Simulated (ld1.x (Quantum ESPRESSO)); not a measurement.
## krypton: TM pseudisation with LDA (PZ), scalar-relativistic reference atom.

Input for ld1.x (Quantum ESPRESSO) 7.5:

```
&input
   title='Kr', zed=36., rel=1, dft='PZ', iswitch=3,
   config='[Ar] 3d10 4s2 4p4 4d-2',
   nld=3, rlderiv=1.55, eminld=-5.0, emaxld=5.0, deld=0.02
 /
 &inputp
   pseudotype=2, tm=.true., lloc=2,
   nlcc=.false.,
   file_pseudopw='Kr.UPF', file_wfcaegen='ae.wfc', file_wfcncgen='nc.wfc', file_beta='beta', file_chi='chi'
 /
3
4S  1  0   2.00   0.00  0.95  0.95  0.0
4P  2  1   4.00   0.00  1.30  1.30  0.0
4D  3  2  -2.00   0.10  1.40  1.40  0.0
 &test
   configts(1)='4s2 4p4'
 /
```

Command:

```bash
ld1.x < Kr.in > Kr.out
```

The program printed (shortened: banner, matrices, multipoles, cross overlaps and the repeated all-electron block are left out):

```
Program LD1 v.7.5
     --------------------------- All-electron run ----------------------------

     Kr
     scalar relativistic calculation

     atomic number is 36.00
     dft =PZ   lsd =0 sic =0 latt =0  beta=0.20 tr2=1.0E-14
     Exchange-correlation= PZ
                           (   1   1   0   0   0   0   0)
     mesh =1217 r(mesh) = 101.13751 a.u. xmin = -7.00 dx = 0.01250
     1 Ry =  13.60569312 eV, c = 137.03599908

     n l     nl                  e(Ry)          e(Ha)          e(eV)
     1 0     1S 1( 2.00)     -1040.8667      -520.4333    -14161.7126
     2 0     2S 1( 2.00)      -138.7329       -69.3665     -1887.5577
     2 1     2P 1( 6.00)      -122.9998       -61.4999     -1673.4973
     3 0     3S 1( 2.00)       -21.2070       -10.6035      -288.5364
     3 1     3P 1( 6.00)       -16.1969        -8.0984      -220.3700
     3 2     3D 1(10.00)        -7.8736        -3.9368      -107.1261
     4 0     4S 1( 2.00)        -3.4008        -1.7004       -46.2700
     4 1     4P 1( 4.00)        -2.2899        -1.1449       -31.1552

     final scf error:  7.8E-15 reached in  22 iterations

     Etot =   -5570.758648 Ry,   -2785.379324 Ha,  -75794.032632 eV

     Ekin =    5696.494162 Ry,    2848.247081 Ha,   77504.751444 eV
     Encl =  -13382.071748 Ry,   -6691.035874 Ha, -182072.361548 eV
     Eh   =    2299.233661 Ry,    1149.616831 Ha,   31282.667612 eV
     Exc  =    -184.414724 Ry,     -92.207362 Ha,   -2509.090140 eV

     normalization and overlap integrals

     s(1S/1S) =  1.000000  <r> =   0.0415  <r2> =    0.0023  r(max) =   0.0271
     s(2S/2S) =  1.000000  <r> =   0.1838  <r2> =    0.0398  r(max) =   0.1540
     s(2P/2P) =  1.000000  <r> =   0.1602  <r2> =    0.0314  r(max) =   0.1229
     s(3S/3S) =  1.000000  <r> =   0.5313  <r2> =    0.3245  r(max) =   0.4684
     s(3P/3P) =  1.000000  <r> =   0.5411  <r2> =    0.3427  r(max) =   0.4625
     s(3D/3D) =  1.000000  <r> =   0.5550  <r2> =    0.3793  r(max) =   0.4082
     s(4S/4S) =  1.000000  <r> =   1.4983  <r2> =    2.5511  r(max) =   1.3054
     s(4P/4P) =  1.000000  <r> =   1.7351  <r2> =    3.4535  r(max) =   1.4792

     ------------------------ End of All-electron run ------------------------

     --------------------- Generating NC pseudopotential ---------------------

      Generating local pot.: lloc=2, matching radius rcloc =   1.4000

      Wfc   4S  rcut= 0.943  Using Troullier-Martins method

      Wfc   4P  rcut= 1.305  Using Troullier-Martins method

     ------------------- End of pseudopotential generation -------------------

     Computing logarithmic derivative in   1.54535
     Computing logarithmic derivative in   1.54535
     Computing the partial wave expansion
     R is outside the sphere for l=    0 j= 0.00
     R is outside the sphere for l=    1 j= 0.00
       no projector for channel:   2

     ---------------------- Testing the pseudopotential ----------------------

     Kr
     scalar relativistic calculation

     atomic number is 36.00   valence charge is  8.00
     dft =PZ   lsd =0 sic =0 latt =0  beta=0.20 tr2=1.0E-14
     mesh =1217 r(mesh) = 101.13751 xmin = -7.00 dx = 0.01250

     n l     nl             e AE (Ry)        e PS (Ry)    De AE-PS (Ry)
     1 0     4S   1( 2.00)       -3.40078       -3.40071       -0.00007
     2 1     4P   1( 4.00)       -2.28987       -2.28986       -0.00001

     eps = 2.1E-16  iter =  4

     Etot =   -5570.758648 Ry,   -2785.379324 Ha,  -75794.032632 eV
     Etotps =   -34.020936 Ry,     -17.010468 Ha,    -462.878415 eV

     Ekin =      11.711465 Ry,       5.855732 Ha,     159.342593 eV
     Encl =     -61.371699 Ry,     -30.685850 Ha,    -835.004504 eV
     Ehrt =      19.516144 Ry,       9.758072 Ha,     265.530663 eV
     Ecxc =      -4.746822 Ry,      -2.373411 Ha,     -64.583809 eV
     Epseu=       0.869977 Ry,       0.434989 Ha,      11.836641 eV

     ---------------------- End of pseudopotential test ----------------------
```

Generation and configuration tests took about 3 s on one core of a shared server CPU.
